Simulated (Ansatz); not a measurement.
Isolated molecules relaxed with PBE0-D4/def2-TZVP in Ansatz; ΔE leaves out vibrations. CCSD(T)/CBS is the MP2 limit (def2-TZVPP, def2-QZVPP) plus CCSD(T) − MP2 in def2-TZVPP, frozen cores. This one scheme is used for every species. Functionals use def2-TZVPP. One conformer a species, not always the lowest.

`N[Si](O)(O)O` + NH₃ → `N[Si](N)(O)O` + H₂O  (ligand exchange at the Si–O bond)

Is it downhill or uphill in electronic energy at CCSD(T)/CBS, and by how much? (An estimate is asked.)

Ansatz gave: Uphill: ΔE = +0.49 eV.

What do these levels give: PBE0-D4, ωB97X-V, ωB97M-V, BLYP, HF/def2-QZVPP, SCS-MP2/def2-QZVPP? (Estimate.)

Computed: PBE0-D4 0.48, ωB97X-V 0.51, ωB97M-V 0.51, BLYP 0.54, HF/def2-QZVPP 0.58, SCS-MP2/def2-QZVPP 0.50 eV.

What do rigid-rotor, harmonic-oscillator terms from PBE0-D4/def2-TZVP frequencies (298.15 K, 1 bar) make of the CCSD(T)/CBS value? (An estimate is asked.)

The calculation gave: ΔZPE = -0.04 eV, ΔH = +0.46 eV, ΔS = 11 J/(mol·K), ΔG = +0.43 eV.

Largest T1 diagnostic among the species: 0.011.

At CCSD(T), def2-SVP lies +0.04 eV from the extrapolated value and def2-TZVPP +0.04 eV. The D4 term adds −0.03 eV with B3LYP and −0.02 eV with PBE0; it sums over pairs of atoms, weighted by their polarisabilities, and B3LYP, whose exchange is more repulsive, gets the larger term. Leaving LDA and LC-ωPBE aside and taking each functional with its dispersion term where it has one, the values, not all of them listed here, spread over 0.11 eV, from revPBE-D4 to B97M-V.

B3LYP here is the variant with VWN-RPA as its local correlation; programs differ in this.
